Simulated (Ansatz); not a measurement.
A run for Ansatz (a first-principles code): R-CCSD(T)/aug-cc-pVDZ on C2H4O2 (a complex), monomers drawn apart or pushed together.

Ansatz 0.2 input:
```yaml
crystal:
  periodic: [false, false, false]
  atoms:
    - {symbol: C, position_ang: [0.68015228, 0.49605873, 0.41921731]}
    - {symbol: O, position_ang: [0.85019996, 0.37850107, -0.68467860]}
    - {symbol: C, position_ang: [-0.41825487, -0.95387706, 5.79359233]}
    - {symbol: O, position_ang: [-0.92093081, 0.25053435, 5.23949355]}
    - {symbol: H, position_ang: [-0.56610216, -1.81122754, 5.12620495]}
    - {symbol: H, position_ang: [-0.97207880, -1.13941072, 6.71331781]}
    - {symbol: H, position_ang: [0.64717357, -0.88330959, 6.04230265]}
    - {symbol: H, position_ang: [-0.46513411, 0.41572577, 4.40669629]}
basis:
  gaussian:
    orbitals: aug-cc-pVDZ
magnetization: {spin_polarized: false}
correlation: {method: ccsd_t, electrons: outside_noble_gas}
scf: {lower_state_search: off}
```

It printed:

```
WARN ansatz: RAYON_NUM_THREADS=1 ignored (pool sized by the plan → 1); use --threads N
Functional definition: HF
these checks for a lower state are left out or cut short: stability, starts, cluster_reference, orbital_swaps, neighbouring_geometries, increment
integrals: 0.26 GiB planned
1250 factors; integrals over basis functions are off by at most 8.4e-4 eV
mean field: 0.29 GiB planned
mean field evaluation 1: about -6196.0275 eV, gradient 4.0e1 eV
mean field evaluation 2: about -6196.0298 eV, gradient 4.0e1 eV
mean field evaluation 4: about -6199.1720 eV, gradient 4.0e0 eV
mean field evaluation 8: about -6199.2137 eV, gradient 2.7e-1 eV
mean field -6199.21392229 eV, -227.8169096662 hartree, gradient 2.1e-6 eV, S^2 0.000000; 0 other end points of the search recorded, 0 dependent functions left out
4 core orbitals not correlated
reference -6199.21392229 eV, -227.8169096662 hartree; 12, 12 occupied and 112, 112 virtual orbitals, 1250 factors
second order -17.93066231 eV of doubles, -0.00000000 eV of singles
coupled cluster: 0.87 GiB planned
cycle   1  -18.08417316 eV  change   -1.5e-1 eV  update   1.1e-1
cycle   2  -18.61139374 eV  change   -5.3e-1 eV  update   3.5e-2
cycle   3  -18.76820444 eV  change   -1.6e-1 eV  update   1.7e-2
cycle   4  -18.75801457 eV  change    1.0e-2 eV  update   3.3e-3
cycle   5  -18.75829520 eV  change   -2.8e-4 eV  update   1.1e-3
cycle   6  -18.75879754 eV  change   -5.0e-4 eV  update   3.1e-4
cycle   7  -18.75863984 eV  change    1.6e-4 eV  update   1.1e-4
cycle   8  -18.75859083 eV  change    4.9e-5 eV  update   3.5e-5
cycle   9  -18.75859529 eV  change   -4.5e-6 eV  update   1.2e-5
perturbative correction -0.61667529 eV, -0.0226623991 hartree
Total energy: -6218.58919288 eV, -228.5289377271 hartree
Checks for a lower state left out: stability, starts, cluster_reference, orbital_swaps, neighbouring_geometries, increment
```

The run converged.

Cost: very roughly 9 core-seconds.
